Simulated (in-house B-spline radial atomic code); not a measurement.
Configurations of Ne⁵⁺, with energies counted from [He] 2s2 2p1. All numbers are computed (non-relativistic HSE06, spin-polarised, spherical fractional occupations, exact exchange averaged over the configuration; point nucleus) with an all-electron radial atomic-structure program (B-spline basis), not measured. Shells without spins written out take the highest spin.

```json
{"configuration": "[He] 2s2 3p1", "E - E(ref) (eV)": "95.455", "highest orbital": "3p up", "its <r> (bohr)": "1.81"}
{"configuration": "[He] 2s1 2p1 3d1", "E - E(ref) (eV)": "112.49", "highest orbital": "3d up", "its <r> (bohr)": "1.609"}
```

**Question.** Order these further configurations by energy, lowest first.
A. [He] 2s1 2p2
B. [He] 2s2 3d1
C. [He] 2s2 3s1

**Answer.** A (11.127 eV), C (89.88 eV), B (100.82 eV).
